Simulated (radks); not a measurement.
Values are calculated unless marked as measured or tabulated.
The tin ion Sn38+, [Ne] 3s2. Code: a radial shooting solver on a logarithmic mesh with Libxc functionals. Model: non-relativistic Kohn-Sham, r2SCAN, spin-polarised, spherical densities, point nucleus; meta-GGA in the generalised Kohn-Sham scheme. Every spin shell is full or empty, so the densities are truly spherical. Functionals are evaluated on that one density, not self-consistently. Rank these orbital-free kinetic functionals by their error against the exact value of the orbitals, and give that value: Thomas-Fermi, von Weizsacker, TF + vW, TF + vW/9, TF + vW/5, LC94, APBEK, revAPBEK, Perdew 92, Thakkar, Pearson, LKT, PG1, DePristo-Kress, Ernzerhof.

Answer. Exact: 4770.73 hartree. From best to worst, with 100 (|E| - |E exact|)/|E exact| (equal figures are ties): Ernzerhof +0.02, DePristo-Kress +0.07, LC94 +0.18, Thakkar -0.19, APBEK +0.27, Perdew 92 -0.52, TF + vW/9 -0.53, revAPBEK +0.56, Pearson -1.29, TF + vW/5 +4.28, Thomas-Fermi -6.54, PG1 +21.49, LKT +26.70, von Weizsacker -45.90, TF + vW +47.55.
